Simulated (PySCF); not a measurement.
H₂Zn, charge +1, doublet (typed; the unrestricted solution is spin-contaminated), geometry from GFN2-xTB (such geometries of metal compounds can be far from the true shape) (a state made from the parent by changing its charge; the spin is typed, not shown lowest); HF/aug-cc-pVDZ run with PySCF.

Input for PySCF:
```python
from pyscf import gto, scf, solvent

mol = gto.M(
    atom='''
Zn    0.000000    0.000000    0.000000
H    -0.000000   -0.000000   -1.565223
H     0.000000    0.000000    1.565223
''',
    basis='aug-cc-pvdz',
    charge=1,
    spin=1,
    verbose=4,
)

mf = scf.UHF(mol)
mf.kernel()
```

It wrote (shortened):

```
PySCF version 2.14.0

[INPUT] verbose = 4
[INPUT] num. atoms = 3
[INPUT] num. electrons = 31
[INPUT] charge = 1
[INPUT] spin (= nelec alpha-beta = 2S) = 1
[INPUT] symmetry False subgroup None
[INPUT] Mole.unit = angstrom
[INPUT] Symbol           X                Y                Z      unit          X                Y                Z       unit  Magmom
[INPUT]  1 Zn     0.000000000000   0.000000000000   0.000000000000 AA    0.000000000000   0.000000000000   0.000000000000 Bohr   0.0
[INPUT]  2 H      0.000000000000   0.000000000000  -1.565223000000 AA    0.000000000000   0.000000000000  -2.957842793870 Bohr   0.0
[INPUT]  3 H      0.000000000000   0.000000000000   1.565223000000 AA    0.000000000000   0.000000000000   2.957842793870 Bohr   0.0

nuclear repulsion = 20.4540958449116
number of shells = 21
number of NR pGTOs = 160
number of NR cGTOs = 77
basis = aug-cc-pvdz
ecp = {}

******** <class 'pyscf.scf.uhf.UHF'> ********
method = UHF
initial guess = minao
damping factor = 0
level_shift factor = 0
DIIS = <class 'pyscf.scf.diis.CDIIS'>
diis_start_cycle = 1
diis_space = 8
diis_damp = 0
SCF conv_tol = 1e-09
SCF conv_tol_grad = None
SCF max_cycles = 50
direct_scf = True
direct_scf_tol = 1e-13
number electrons alpha = 16  beta = 15
Set gradient conv threshold to 3.16228e-05
init E= -1778.44500990665

cycle= 1 E= -1778.55470462755  delta_E= -0.11  |g|= 0.239  |ddm|= 1.09
cycle= 2 E= -1778.59302480987  delta_E= -0.0383  |g|= 0.237  |ddm|= 0.414
cycle= 3 E= -1778.60323103566  delta_E= -0.0102  |g|= 0.0459  |ddm|= 0.223
cycle= 4 E= -1778.60738831221  delta_E= -0.00416  |g|= 0.0191  |ddm|= 0.112
cycle= 5 E= -1778.60820297139  delta_E= -0.000815  |g|= 0.00659  |ddm|= 0.068
cycle= 6 E= -1778.60830846895  delta_E= -0.000105  |g|= 0.00129  |ddm|= 0.0359
cycle= 7 E= -1778.60831158424  delta_E= -3.12e-06  |g|= 0.000301  |ddm|= 0.00804
cycle= 8 E= -1778.60831170367  delta_E= -1.19e-07  |g|= 6.36e-05  |ddm|= 0.00169
cycle= 9 E= -1778.60831170761  delta_E= -3.95e-09  |g|= 9.48e-06  |ddm|= 0.000245
cycle= 10 E= -1778.60831170771  delta_E= -9.32e-11  |g|= 2.02e-06  |ddm|= 3.52e-05
Extra cycle  E= -1778.60831170771  delta_E=    0  |g|= 1.18e-06  |ddm|= 8.96e-06
converged SCF energy = -1778.60831170771  <S^2> = 0.87213658  2S+1 = 2.118619
```
